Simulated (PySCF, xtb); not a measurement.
HfI2, SMILES [I][Hf][I], multiplicity 1.

GFN2-xTB run with xtb at its own geometry gives an orbital gap of 2.71 eV and a dipole moment of 14.03 D.

The structure is a stationary point at B3LYP-D3(BJ)/def2-SVP. The multiplicity is an assumed one; other spin states were not compared. The def2 effective core potentials stand for the cores of Hf, I; spin–orbit coupling is left out.

Problem. What does PySCF with CAM-B3LYP/def2-TZVPD give? (An estimate is asked for; the answer gives what the named calculation found.)

Solution. gap 5.37 eV (levels -7.22 and -1.85 eV), dipole 0.00 D.
